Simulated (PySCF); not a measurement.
Cost of excited-state runs on `C1(OC)=C(C#C)P=CS1`, C₆H₅OPS

Bonds (- single, = double, # triple, : aromatic): C1#C2 1.201 Å, C2-C3 1.409 Å, C3:P4 1.782 Å, P4:C5 1.699 Å, C5:S6 1.719 Å, S6:C7 1.735 Å, C7-O8 1.343 Å, O8-C9 1.407 Å, C7:C3 1.374 Å. C1 carries H10; C5 carries H11; C9 carries H12, H13, H14.

PySCF with density fitting, on 1 thread of an Intel Xeon Platinum 8488C, shared host. Command: `OMP_NUM_THREADS=1 python excited_run.py task.json out`

(1) How long does each of these runs take, and how much memory?
- magnetisability and related constants, KT3/pcSseg-1; usual settings
- magnetisability and related constants, wB97X/pcseg-1; fitting basis def2-universal-jkfit

Answers

(1) 
```tsv
run	level	basis functions	wall time	peak memory (GiB)
magnetisability and related constants	KT3/pcSseg-1	192	46 s	0.69
magnetisability and related constants	wB97X/pcseg-1	159	36 s	0.8
```
Times from a shared host are rough.
